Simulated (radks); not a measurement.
Yb3+, configuration [Xe] 4f12 6s1 (not the ground configuration). Calculated with a radial shooting solver on a logarithmic mesh with Libxc functionals: non-relativistic Kohn-Sham, LDA (Slater exchange, Perdew-Wang correlation), spin-unpolarised, spherical densities, point nucleus; relativity is left out, which matters for an element this heavy.

Normalised radial functions P(r) = r R(r), r in bohr:

| r | 4d | 5s |
|---|---|---|
| 0.002383 | 0.0001 | 0.0723 |
| 0.003229 | 0.0002 | 0.0920 |
| 0.004342 | 0.0005 | 0.1136 |
| 0.005884 | 0.0013 | 0.1364 |
| 0.007911 | 0.0030 | 0.1552 |
| 0.01072 | 0.0071 | 0.1637 |
| 0.01441 | 0.0158 | 0.1514 |
| 0.01954 | 0.0350 | 0.1049 |
| 0.02627 | 0.0730 | 0.0185 |
| 0.0356 | 0.1476 | -0.1056 |
| 0.04786 | 0.2731 | -0.2235 |
| 0.06486 | 0.4669 | -0.2648 |
| 0.0872 | 0.6919 | -0.1486 |
| 0.1182 | 0.8538 | 0.1256 |
| 0.1589 | 0.7620 | 0.3637 |
| 0.2153 | 0.2510 | 0.2885 |
| 0.2895 | -0.5672 | -0.1524 |
| 0.3924 | -1.3039 | -0.5519 |
| 0.5318 | -1.4714 | -0.3491 |
| 0.715 | -1.0860 | 0.3620 |
| 0.969 | -0.5335 | 0.9723 |
| 1.303 | -0.1746 | 1.0017 |
| 1.766 | -0.0327 | 0.6049 |
| 2.374 | -0.0033 | 0.2243 |
| 3.217 | -0.0001 | 0.0446 |
| 4.325 | 0.0000 | 0.0044 |
| 5.862 | 0.0000 | 0.0001 |
| 7.881 | 0.0000 | 0.0000 |

4d: eigenvalue -226.74 eV, 1 radial node at r = 0.238 bohr, <r> = 0.558 bohr, 90 % of the charge inside 0.838 bohr. 5s: eigenvalue -83.563 eV, 4 radial nodes at r = 0.0276, 0.104, 0.265, 0.622 bohr, <r> = 1.26 bohr, 90 % of the charge inside 1.81 bohr.
